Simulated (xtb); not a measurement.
Li, charge -1, singlet; xtb with GFN-FF.

xtb was given this input:
```
$ xtb mol.xyz --gfnff --chrg -1 --json

# file mol.xyz
1

Li     0.00000000     0.00000000     0.00000000
```

**Question.** Write the output that xtb gives for this input, abridged.

**Answer.** 
```
   ID    Z sym.   atoms
    1    3 Li     1

           -------------------------------------------------
          |                Calculation Setup                |
           -------------------------------------------------

          ==================== Thresholds ====================
          CN  :   150.00000
          rep :   500.00000
          disp:  2500.00000
          HB1 :   250.00000
          HB2 :   450.00000

          Pauling EN used:
          Z : 3  EN :  0.98
          electric field strengths (au): 0.000

           -------------------------------------------------
          |           Force Field Initialization            |
           -------------------------------------------------

          distances ...
          ----------------------------------------
          generating topology and atomic info file ...
!!!!!!!!!!!!!!!!!!!!!!!!!!!!!!!!!!!!!!!!!!!!
  warning: no bond partners for atom   1
!!!!!!!!!!!!!!!!!!!!!!!!!!!!!!!!!!!!!!!!!!!!
          pair mat ...
          computing topology distances matrix with Floyd-Warshall algo ...
          making topology EEQ charges ...
          #fragments for EEQ constrain: 1
          ----------------------------------------
          generating topology and atomic info file ...
!!!!!!!!!!!!!!!!!!!!!!!!!!!!!!!!!!!!!!!!!!!!
  warning: no bond partners for atom   1
!!!!!!!!!!!!!!!!!!!!!!!!!!!!!!!!!!!!!!!!!!!!
          pair mat ...
          computing topology distances matrix with Floyd-Warshall algo ...
          making topology EEQ charges ...
          #fragments for EEQ constrain: 1
          rings ...
          # BATM   0
          # H in HB   0

  atom   neighbors  erfCN metchar sp-hybrid imet pi  qest     coordinates
    1  Li      0    0.00   0.00         0    1    0  -1.000    0.000000    0.000000    0.000000

          #atoms :   1
          #bonds :   0
          #angl  :   0
          #tors  :   0
          #nmol  :   1
          #optfrag :   1
           -------------------------------------------------
          |                   G F N - F F                   |
          |          A general generic force-field          |
          |                  Version 1.0.3                  |
           -------------------------------------------------
          Number of HB bonds (bound hydrogen)     0
          Number of HB bonds (unbound hydrogen)   0
          Number of XB bonds                      0

         :::::::::::::::::::::::::::::::::::::::::::::::::::::
         ::                     SUMMARY                     ::
         :::::::::::::::::::::::::::::::::::::::::::::::::::::
         :: total energy               0.726286093403 Eh    ::
         :: gradient norm              0.000000000000 Eh/a0 ::
         ::.................................................::
         :: bond energy                0.000000000000 Eh    ::
         :: angle energy               0.000000000000 Eh    ::
         :: torsion energy             0.000000000000 Eh    ::
         :: repulsion energy           0.000000000000 Eh    ::
         :: electrostat energy         0.726286093403 Eh    ::
         :: dispersion energy          0.000000000000 Eh    ::
         :: HB energy                  0.000000000000 Eh    ::
         :: XB energy                  0.000000000000 Eh    ::
         :: bonded atm energy          0.000000000000 Eh    ::
         :: external energy            0.000000000000 Eh    ::
         :: add. restraining           0.000000000000 Eh    ::
         :: total charge              -1.000000000000 e     ::
         :::::::::::::::::::::::::::::::::::::::::::::::::::::

           -------------------------------------------------
          |                Property Printout                |
           -------------------------------------------------

molecular dipole:
                 x           y           z       tot (Debye)
 q only:        0.000       0.000       0.000       0.000

           -------------------------------------------------
          | TOTAL ENERGY                0.726286093403 Eh   |
          | GRADIENT NORM               0.000000000000 Eh/α |
           -------------------------------------------------
########################################################################
[WARNING] Runtime exception occurred
-1- gfnff_setup: Could not read topology file.
########################################################################

normal termination of xtb
```
